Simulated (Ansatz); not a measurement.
Reaction (silylene formation by 1,1-elimination): `O[SiH2][SiH](S)Cl` → `O[SiH3]` + `S[Si]Cl`

Program: Ansatz. Geometries: PBE0-D4/def2-TZVP. ΔE: electronic, gas phase. CCSD(T)/CBS adds triple-zeta CCSD(T) − MP2 to the extrapolated MP2 energy (def2 sets, frozen cores). This one scheme is used for every species. Functionals use def2-TZVPP. B3LYP here is the variant with VWN-RPA as its local correlation; programs differ in this. One conformer a species, not always the lowest.

`O[SiH2][SiH](S)Cl`:

Cartesian coordinates in Å:
```
O 0.689 -1.147 1.470
Si 1.222 -0.357 0.120
Si -0.672 0.531 -0.935
S -1.610 1.998 0.287
Cl -1.890 -1.128 -1.226
H 0.055 -1.854 1.330
H 1.939 -1.266 -0.819
H 2.141 0.704 0.595
H -0.502 1.183 -2.255
H -1.373 1.334 1.433
```

`O[SiH3]`:

Z-matrix (Å, degrees):
```
Si
O 1 1.648
H 1 1.489 2 111.7
H 1 1.489 2 111.7 3 120.9
H 1 1.481 2 105.9 3 -119.6
H 2 0.957 1 117.9 3 -60.5
```

`S[Si]Cl`:

Z-matrix (Å, degrees):
```
S
Si 1 2.135
H 1 1.346 2 92.8
Cl 2 2.086 1 97.3 3 -180.0
```

```csv
level,ΔE (kcal/mol),difference from CCSD(T)/CBS
PBE-D4,32.3,0.9
r2SCAN-D4,34.6,3.2
PBE0-D4,35.1,3.7
B3LYP-D4,29.7,-1.7
ωB97X-V,34.7,3.3
ωB97M-V,29.0,-2.4
PBE,29.3,-2.1
r2SCAN,33.7,2.3
B3LYP,24.9,-6.5
MP2/def2-TZVPP,32.4,1.0
SCS-MP2/def2-TZVPP,30.1,-1.3
CCSD(T)/def2-TZVPP,30.1,-1.3
HF/def2-QZVPP,26.9,-4.5
MP2/def2-QZVPP,33.1,1.7
SCS-MP2/def2-QZVPP,31.0,-0.4
MP2/CBS(def2),33.8,2.4
CCSD(T)/CBS,31.4,0
```

Largest T1 diagnostic among the species: 0.014.

The D4 term adds +4.8 kcal/mol with B3LYP and +2.7 kcal/mol with PBE0; it sums over pairs of atoms, weighted by their polarisabilities, and B3LYP, whose exchange is more repulsive, gets the larger term. From PBE to PBE0 (25 % exact exchange), in def2-TZVPP and without D4, ΔE moves by +3.1 kcal/mol.
